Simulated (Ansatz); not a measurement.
Compare A (`CO[Si](C)(N)F`) with its isomer B (`CN[SiH](F)OC`).

Calculated with Ansatz (gas phase, PBE0-D4/def2-TZVP geometries, no zero-point term in ΔE). CBS: MP2 limit from def2 TZ/QZ plus the TZ coupled-cluster correction, frozen cores. DFT in def2-TZVPP. B3LYP here is the variant with VWN-RPA as its local correlation; programs differ in this. One conformer a species, not always the lowest.

Question: Which isomer does CCSD(T)/CBS put lower? Give the gap. (Best estimate.)

Answer: Ansatz gave: A, by 22.3 kcal/mol.

Question: Give E(B) − E(A) in kcal/mol with PBE-D4, HF/def2-TZVPP, r2SCAN-D4, B3LYP, PBE0-D4, ωB97M-V, CCSD(T)/def2-TZVPP. (An estimate is asked.)

Answer: The calculation gave: PBE-D4 21.7, HF/def2-TZVPP 19.7, r2SCAN-D4 23.1, B3LYP 20.7, PBE0-D4 22.1, ωB97M-V 22.6, CCSD(T)/def2-TZVPP 21.9. None reverses the order clearly.

Largest T1 diagnostic: 0.011.

In def2-TZVPP, CCSD(T) changes the Hartree–Fock value by +2.1 kcal/mol (the triples alone add +0.2 kcal/mol) and MP2 by +2.9 kcal/mol.
